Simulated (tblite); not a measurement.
C5H9NO2S.
Z-matrix (Å and degrees, GFN2-xTB geometry), rows numbered from 1:
```
C 
N   1  1.4278
C   2  1.2530  1  123.15
C   3  1.4911  2  127.91  1    -0.61
C   4  1.5316  3  117.64  2   159.28
C   5  1.5295  4  100.01  3  -134.78
S   6  1.8352  5   88.93  4    15.82
O   7  1.4318  4  113.43  3    23.11
O   7  1.4360  4  113.87  3  -115.58
H   1  1.0947  2  115.62  3     8.61
H   1  1.0910  2  107.49  3   132.11
H   1  1.0908  2  107.02  3  -112.45
H   3  1.0864  2  116.11  1   177.62
H   4  1.0896  3  112.16  2   -66.61
H   5  1.0904  4  110.02  3   -18.41
H   5  1.0898  4  113.57  3   103.73
H   6  1.0835  5  116.05  4   134.20
H   6  1.0843  5  114.09  4   -94.73
```

All values are computed: GFN2-xTB (tblite) harmonic vibrations without scaling, gas phase. Errors from tens to a few hundred cm⁻¹ against measured bands are possible. One conformer, not necessarily the lowest.

Harmonic wavenumbers (cm⁻¹): 49.7, 75.0, 86.9, 125.6, 178.7, 243.7, 280.4, 330.3, 391.3, 410.4, 484.1, 554.2, 654.1, 670.0, 699.5, 775.6, 833.6, 895.4, 958.0, 1011.4, 1031.6, 1037.5, 1076.5, 1091.1, 1097.8, 1119.0, 1140.8, 1148.9, 1184.8, 1224.0, 1264.8, 1288.5, 1326.7, 1387.5, 1421.2, 1455.6, 1464.4, 1469.7, 1741.3, 2944.5, 2974.5, 2989.3, 2995.8, 3001.5, 3003.3, 3005.5, 3046.6, 3059.7.

A = 2198, B = 1316, C = 1017 MHz; mass 147.035 u (most abundant isotopes); point group C1, symmetry number 1.

Q: Zero-point energy?

A: Half the sum of the wavenumbers: 30350 cm⁻¹ = 363.07 kJ/mol.

Q: Give the ideal-gas entropy at 500 K and 1 bar in the rigid-rotor, harmonic-oscillator model (classical rotation).

A: Translation 181.84, rotation 128.13, vibration 199.55: S = 509.5 J/(mol K).

Q: And Cp and H(500 K) − H(0)?

A: Cp = 230.31 J/(mol K), of which vibrations give 197.05 (their classical limit is 48 R = 399.1); H(500 K) − H(0) = 67.52 kJ/mol without the zero-point energy, 50.89 from vibrations.

Q: Blend soft modes into free rotors: weight 1/[1 + (100 cm⁻¹/ν̃)⁴] for the oscillator and the rest for a rotor with moment μB/(μ + B), μ = h/(8π²ν), B = 10⁻⁴⁴ kg m². What vibrational entropy results?

A: 183.52 J/(mol K) in place of 199.55, which changes −T·S at 500 K by +8.02 kJ/mol.

Q: What must be added to the electronic energy to get the Gibbs energy at 500 K and 1 bar?

A: ZPE + [H(500 K) − H(0)] − T·S = 363.07 + 67.52 − 254.76 = 175.83 kJ/mol.

Q: How do the functions run with temperature in this model?

A: 
| T (K) | S (J/(mol K)) | Cp (J/(mol K)) | H − H(0) (kJ/mol) | G − H(0) (kJ/mol) | ln q(vib) |
| --- | --- | --- | --- | --- | --- |
| 150 | 327.4 | 96.1 | 9.81 | -39.29 | 3.04 |
| 250 | 385.3 | 134.7 | 21.31 | -75.01 | 5.58 |
| 298.15 | 410.7 | 154.7 | 28.28 | -94.17 | 6.78 |
| 400 | 462.0 | 195.7 | 46.16 | -138.64 | 9.30 |
| 600 | 554.1 | 258.6 | 92.01 | -240.45 | 14.19 |
| 900 | 671.0 | 316.8 | 179.11 | -424.81 | 21.14 |

q(vib) and H(0) count from the zero-point level.

Hindered rotation and anharmonicity are outside this model. Other conformers, if any are populated, would add a mixing term that is left out. The structure is chiral; the term R ln 2 for an equal mix with its mirror image is left out.

Run on one thread of an x86-64 server, shared host. The figure is for the frequency step alone.
